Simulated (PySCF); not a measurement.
F2Mg, charge -1, doublet, geometry from GFN2-xTB (such geometries of metal compounds can be far from the true shape) (a state made from the parent by changing its charge; the spin is typed, not shown lowest) (in this run its highest filled SCF level lies above zero, so its values depend strongly on the basis, on diffuse functions most of all). Base run: HF/cc-pVDZ (PySCF).

Geometry (Å):
```xyz
3

Mg     0.0000     0.0000     0.0000
F      0.0000     0.0000     1.7982
F      0.0000     0.0000    -1.7982
```
Charge -1, spin multiplicity 2.
Orbitals are unrestricted.
All else is at PySCF's defaults.

Variants of this job, named by their change:

| change | basis functions | E (Eh) | HOMO (eV) |
|---|---|---|---|
| base | 46 | -398.60519 | 0.34 |
| basis = x2c-TZVPall; relativity = spin-free X2C | 94 | -399.17721 | 0.03 |
| basis = x2c-SVPall; relativity = spin-free X2C; nucleus = Gaussian (with mol.nucmod = 'G') | 46 | -398.84748 | 0.10 |
| basis = x2c-TZVPall; relativity = none | 94 | -398.64822 | 0.03 |
| basis = x2c-SVPall; relativity = spin-free X2C | 46 | -398.84760 | 0.10 |
| basis = cc-pVDZ-DK; relativity = spin-free X2C | 46 | -399.08286 | 0.33 |
| basis = x2c-SVPall; relativity = none | 46 | -398.34232 | 0.11 |
| basis = cc-pVDZ-DK; relativity = spin-free X2C; nucleus = Gaussian (with mol.nucmod = 'G') | 46 | -399.08272 | 0.33 |
| basis = cc-pVDZ-DK; relativity = none | 46 | -398.53673 | 0.34 |
| basis = x2c-TZVPall; relativity = spin-free X2C; nucleus = Gaussian (with mol.nucmod = 'G') | 94 | -399.17708 | 0.03 |

Total energies compare only within one method and basis.

Open shells are given as the SCF converged; they aren't shown to be the lowest states, and a large step between rows can be another state.

Basis sets contracted for a relativistic Hamiltonian are a mismatch without it, so the rows without relativity aren't non-relativistic limits. No row has spin-orbit coupling; sets with core potentials leave out the core electrons.
